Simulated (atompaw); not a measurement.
u(r) = r·R(r): atom against pseudo-atom (zinc (Zn))

Columns: radius, all-electron u(r) and pseudo u(r) of the 3p shell (level -83.40 eV) of zinc in the configuration [Ne] 3s2 3p6 3d10 4s2 4p0; PBE, scalar-relativistic, PAW (atompaw) scheme, atompaw 4.2.0.5.

| r (bohr) | all-electron | pseudo |
| --- | --- | --- |
| 0.052 | -0.3756 | 0.0140 |
| 0.104 | -0.6611 | 0.0553 |
| 0.156 | -0.5946 | 0.1214 |
| 0.208 | -0.3003 | 0.2086 |
| 0.260 | 0.0778 | 0.3119 |
| 0.312 | 0.4450 | 0.4254 |
| 0.363 | 0.7484 | 0.5407 |
| 0.415 | 0.9830 | 0.6560 |
| 0.467 | 1.1423 | 0.7630 |
| 0.519 | 1.2352 | 0.8562 |
| 0.571 | 1.2738 | 0.9313 |
| 0.623 | 1.2710 | 0.9853 |
| 0.675 | 1.2379 | 1.0164 |
| 0.727 | 1.1840 | 1.0245 |
| 0.779 | 1.1168 | 1.0108 |
| 0.831 | 1.0421 | 0.9780 |
| 0.883 | 0.9639 | 0.9296 |
| 0.935 | 0.8853 | 0.8698 |
| 0.987 | 0.8085 | 0.8030 |
| 1.038 | 0.7362 | 0.7350 |
| 1.090 | 0.6667 | 0.6666 |
| 1.142 | 0.6015 | 0.6015 |
| 1.194 | 0.5414 | 0.5414 |
| 1.246 | 0.4860 | 0.4860 |
| 1.298 | 0.4355 | 0.4355 |
| 1.350 | 0.3895 | 0.3895 |

(1) How many radial nodes do the two functions have?

(2) At about which radius was the pseudo-wave matched?

(3) Where does each function peak?

(4) Is the pseudo-wave norm-conserving?

Answers

(1) The all-electron 3p function has n − l − 1 = 1; the pseudo-wave has 0, since the states of the same l below it are removed with the core.

(2) 1.15 bohr. The columns agree to 0.0005 from 1.09 bohr on; several derivatives are matched, so the curves merge somewhat inside the radius.

(3) Outermost all-electron maximum near 0.57 bohr, pseudo maximum near 0.73 bohr (to the table’s step).

(4) No, it belongs to a PAW set: the norm inside the radius is not constrained, and the difference is carried by the augmentation charge.
